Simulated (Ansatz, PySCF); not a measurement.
Isomers of CHNO. Isolated molecules, 0 K electronic values unless said otherwise. Strings in code marks are SMILES.

Quantity: electronic energy of isomers of CHNO relative to `N=C=O`, in eV.

Level 1: composite: frozen-core CCSD(T) with HF/cc-pVQZ and the correlation energy extrapolated as X^-3 from cc-pVTZ and cc-pVQZ, plus CCSDT(Q) minus CCSD(T) in cc-pVDZ // PBE0-D3(BJ)/def2-TZVP (Ansatz, a quantum-chemistry and plane-wave program)
Level 2: frozen-core CCSD(T)/6-31g // PBE0-D3(BJ)/def2-TZVP (Ansatz)
Level 3: LC-ωPBE/cc-pVTZ // PBE0-D3(BJ)/def2-TZVP (Ansatz)
Level 4: PBE/6-31G* // PBE0-D3(BJ)/def2-TZVP (PySCF)

```tsv
species	level 2	level 3	level 4
`N#CO`	0.90	1.21	1.37
```

**Question.** What does level 1 give for each?

**Answer.** 
- `N#CO`: 1.07
